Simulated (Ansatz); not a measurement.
Stepwise reaction of `C[O][Al]([OH])[OH]` with hydrogen chloride, as a gas-phase model of exchange steps in deposition or etching. ΔE in kJ/mol; ΔG adds harmonic PBE0-D4 terms to CCSD(T)/CBS, at 1 bar.

Computed with Ansatz on PBE0-D4/def2-TZVP structures; ΔE is electronic, products minus reactants. CCSD(T)/CBS adds triple-zeta CCSD(T) − MP2 to the extrapolated MP2 energy (def2 sets, frozen cores). This one scheme is used for every species. Functionals use def2-TZVPP. B3LYP here is the variant with VWN-RPA as its local correlation; programs differ in this. Each species was taken in one conformer, which may not be the lowest.

| step | reaction | PBE-D4 | B3LYP-D4 | ωB97M-V | CCSD(T)/CBS | ΔG(600 K) |
| --- | --- | --- | --- | --- | --- | --- |
| 1 | `C[O][Al]([OH])[OH]` + HCl → `C[O][Al]([OH])[Cl]` + H₂O | -30.2 | -25.5 | -28.0 | -29.5 | -25.3 |

Question: Give the row of step 2, `C[O][Al]([OH])[Cl]` + HCl → `C[O][Al]([Cl])[Cl]` + H₂O. (An estimate is asked.)

Answer: The calculation gave: 
| step | reaction | PBE-D4 | B3LYP-D4 | ωB97M-V | CCSD(T)/CBS | ΔG(600 K) |
| --- | --- | --- | --- | --- | --- | --- |
| 2 | `C[O][Al]([OH])[Cl]` + HCl → `C[O][Al]([Cl])[Cl]` + H₂O | -26.3 | -22.3 | -24.6 | -27.3 | -23.6 |

Question: By hand: ΔE of the 2 steps together at CCSD(T)/CBS.

Answer: (-29.5) + (-27.3) = -56.8 kJ/mol, or -28.4 kJ/mol a step.

In ΔE the steps differ by no more than 2.2 kJ/mol. All are downhill at CCSD(T)/CBS. ΔG lies between -25.3 and -23.6 kJ/mol a step. PBE-D4 differs from CCSD(T)/CBS by -0.7 to 1.0 kJ/mol a step. Isolated molecules leave out the surface, adducts and barriers. Largest T1 diagnostic: 0.012.
